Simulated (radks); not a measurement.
Results of a calculation; reference values are marked as such.
How relativity changes the ionisation of the beryllium ion Be2+ ([He]) to Be3+ (1s1). Spin-unpolarised spherical Kohn-Sham, LDA (Slater exchange, Perdew-Wang correlation), point nucleus unless stated (finite: rms radius 2.519 fm), a radial shooting solver on a logarithmic mesh with Libxc functionals. A level marked "c x" has the speed of light scaled by that factor.

level                        E(Be2+) (hartree)  E(Be3+) (hartree)  IE (eV)   HOMO  <r> HOMO (bohr)
non-rel.                             -13.44391           -7.67831   156.89     1s           0.4208
scalar-rel.                          -13.44656           -7.67991   156.92     1s           0.4207
scalar-rel., finite nucleus          -13.44656           -7.67991   156.92     1s           0.4207
Dirac                                -13.44656           -7.67991   156.92  1s1/2           0.4206
Dirac, finite nucleus                -13.44656           -7.67991   156.92  1s1/2           0.4206
Dirac, c x 0.85                      -13.44758           -7.68053   156.93  1s1/2           0.4206
Dirac, c x 2                         -13.44457           -7.67871   156.90  1s1/2           0.4207
Dirac, c x 100                       -13.44391           -7.67831   156.89  1s1/2           0.4208

NIST Atomic Spectra Database: 153.90 eV (theoretical). The relativistic part of the total energy of Be2+ is -0.002654 hartree (Dirac, finite nucleus), 0.02 % of the non-relativistic value. Spin polarisation and multiplet splitting of open shells are left out at every level.

Beside tabulated values, note that spin-unpolarised runs miss the spin-polarisation part of the exchange energy of open shells.
